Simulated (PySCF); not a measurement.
C₂BrClF₂. Atoms are numbered in the order given.

```xyz
6

F      1.1512     2.2554     0.0000
C      0.2942     1.2412     0.0000
Cl    -1.3557     1.6963     0.0000
C      0.7440    -0.0260     0.0000
F      2.0513    -0.2647     0.0000
Br    -0.3430    -1.5441     0.0000
```
Charge 0, spin multiplicity 1.

Geometry: TPSSh-D3(BJ)/def2-SVP.

The numbers are results of KT2/pcSseg-1 (PySCF), not measurements.

GIAO shieldings, no solvent; atoms alike by connectivity are averaged. δ = σ(ref) − σ: ¹⁹F against CFCl3 (σ = 127.1 ppm); ¹³C against TMS (σ = 185.1 ppm); ³⁵Cl against HCl (σ = 945.4 ppm), references at their B3LYP-D3(BJ)/def2-TZVP geometries, non-relativistic (without spin–orbit terms, shifts of atoms bonded to Cl or Br come out too high).

```tsv
atoms	nucleus	count	δ (ppm)
F1	¹⁹F	1	-123.1
F5	¹⁹F	1	-130.2
C2	¹³C	1	…
C4	¹³C	1	145.5
Cl3	³⁵Cl	1	…
```

### Question
Complete the blanks. (Estimate from the structure and the level; the computed values follow.)

### Answer

- C2, δ (ppm): 147.7
- Cl3, δ (ppm): 246.0
